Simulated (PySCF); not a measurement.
# Relaxation of singlet HfH₂

Computed with PySCF, PBE0, basis Hf def2-TZVP with ECP60, H def2-TZVP (scalar-relativistic core potentials, no spin–orbit coupling, density fitting). A (50,194) grid was used.

A hand-made side-on start, of C2v symmetry, held to at least that symmetry:

Coordinates in bohr (charge 0 multiplicity 1):
```
Hf    0.0000    0.0000   -0.0383
H     0.7937    0.0000    3.4184
H    -0.7937    0.0000    3.4184
```

Optimiser trace:
| step | E − E(last) (kJ/mol) | largest gradient (Eh/bohr) |
| --- | --- | --- |
| 0 | 82.28 | 0.03933 |
| 1 | 69.13 | 0.02168 |
| 2 | 56.23 | 0.01600 |
| 3 | 24.95 | 0.01296 |
| 4 | 3.68 | 0.02200 |
| 5 | 1.78 | 0.01379 |
| 6 | 0.07 | 0.00083 |
| 7 | 0.01 | 0.00038 |
| 8 | 0.00 | 0.00026 |
| 9 | 0.00 | 0.00005 |

It ends at C2v with Hf–H 1.800 Å (×2); H–Hf–H 69.0°. A frequency run shows a minimum. Other isomers or separated fragments may lie lower.

Stability towards spin polarisation was not tested. With an element this heavy the missing spin–orbit coupling can shift these numbers.

The relaxation took about 12 core-seconds on a shared host.
